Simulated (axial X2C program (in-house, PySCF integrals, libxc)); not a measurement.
**What spin–orbit coupling does to CrSi**

All values were computed with an in-house relativistic program for diatomic molecules. Spin-free means the one-electron spin-free X2C Hamiltonian; two-component (2c) means X2C with spin–orbit coupling and atomic mean-field two-electron Coulomb and Gaunt terms, so the difference of the two also holds small scalar two-electron terms. Basis: Cr dyall-cv3z [9s10p6d3f2g], Si dyall-v3z [8s7p2d1f] (cores contracted in-house); Gaussian nuclei, density fitting, unrestricted open shells. Masses: Cr 51.941 u, Si 27.977 u.

Spin-free state: M_S = 4, Λ = 0 (beyond evenly filled blocks: 2 × σα, 2 × π+α, 2 × π-α, δ+α, δ-α); fragments Cr + Si.

```csv
level,Re (Å),ωe (cm⁻¹),De (eV),μ (D)
PBE0,2.525,272.7,1.256,-3.65
HF,2.630,236.9,0.685,-5.74
MP2,2.508,282.3,1.282,n/a
CCSD,2.528,275.8,1.205,n/a
CCSD(T),2.520,280.2,1.286,n/a
B3LYP,2.556,255.2,1.029,-3.33
```

Correlated methods: 10 electrons correlated (number of frozen shells: Cr 3 s, 2 p; Si 2 s, 1 p), 234 virtual spin orbitals or spinors in MP2, 89 natural virtuals in coupled cluster.

Dipoles are positive if Si is the positive end.

Two-component determinant lowest at the distance of the search:

Ω = 4 (⟨Sz⟩ = 4.00, ⟨Lz⟩ = 0.00 at HF); fragments Cr + Si.

| level | Re (Å) | ωe (cm⁻¹) | De (eV) | μ (D) |
| --- | --- | --- | --- | --- |
| PBE0 | 2.526 | 272.4 | 1.254 | -3.65 |
| HF | 2.631 | 236.6 | 0.682 | -5.75 |
| MP2 | 2.509 | 281.9 | 1.290 | n/a |
| CCSD | 2.529 | 275.4 | 1.205 | n/a |
| CCSD(T) | 2.521 | 279.9 | 1.286 | n/a |
| B3LYP | 2.557 | 255.0 | 1.026 | -3.33 |

Q: From the two tables, how do the constants change at the CCSD(T) level (2c against spin-free)?

A: At the CCSD(T) level Re goes up by 0.001 Å and ωe decreases by 0.3 cm⁻¹; De is not compared, since the atomic limits differ or miss part of their spin–orbit lowering.

One determinant describes the state; a PBE0 search over occupations chose it and may have missed a lower one. De is counted from the lowest determinant-based energies of the atoms at the same level, without counterpoise correction. Density functionals use the spin component along the axis (collinear). CCSD and (T) use frozen natural virtuals with an MP2 correction for the truncation; (T) itself is uncorrected, so its De runs slightly low. The 2c atoms are single determinants rather than J levels; their spin–orbit lowering is only partly caught, and De is too large by that part. This holds for PBE0, MP2, CCSD, CCSD(T), B3LYP. Other states lie close and PBE0, whose exact exchange favours high spin, may order them wrongly; the determinant shown need not be the ground state. The nearest other spin-free determinant of the search, M_S = 3, Λ = 1, lies 0.03 eV up at the distance of the search. The functionals have no current-density term, which raises determinants with orbital currents, atoms included. With several unpaired electrons one determinant need not be a pure state. A state of lower Ω lies just above, and one determinant can place such states too high, so the state shown need not be the lowest. The search has Ω = 2 only 0.02 eV up. Open-shell Ω = 0 determinants with evenly filled partner blocks cannot be reached by this program, so the Ω shown need not be the lowest component.
